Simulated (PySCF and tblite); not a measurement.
Values are calculated unless marked as measured or tabulated.
C₆H₅BrO₃, numbered as in [CH3:1][O:2][c:3]1[cH:4][c:5](=[O:6])[cH:7][c:8]([Br:9])[o:10]1.

Conformers came from 60 starts (ETKDG and KDG, MMFF94s, GFN2-xTB); geometries are GFN2-xTB. Weights use B3LYP-D3(BJ)/def2-SVP energies plus GFN2-xTB zero-point and thermal terms (modes under about 100 cm⁻¹ blended into free rotors). Symmetry numbers and mirror images are counted. Conformers within 2.5 kcal/mol (GFN2-xTB free energy) were kept, 6 at most. Run with PySCF (density fitting) and tblite.

Torsions listed: C1–O2–C3–O10.

```tsv
conformer	shape	symmetry	E(GFN2) kcal/mol
1	180°	Cs	1.28
2	0°	Cs	0.00
```

Q: Which of these conformers is the most populated at 298.15 K, and with what share?

A: Conformer 1, about 85 %.

Q: Give the DFT energies and free energies relative to the lowest, and all weights.

A: 
```
conformer  shape  E(DFT) kcal/mol  G(298.15 K) kcal/mol  weight %
        1   180°             0.00                  0.00      84.5
        2     0°             1.25                  1.00      15.5
```

Q: How does its share change from 250 K to 350 K?

A: From 89 % to 81 %; the mixing entropy goes from 0.70 to 0.98 cal/(mol K).


Conformer gaps in def2-SVP on xTB geometries can be 2 kcal/mol too large for S=O, P=O and other polar bonds.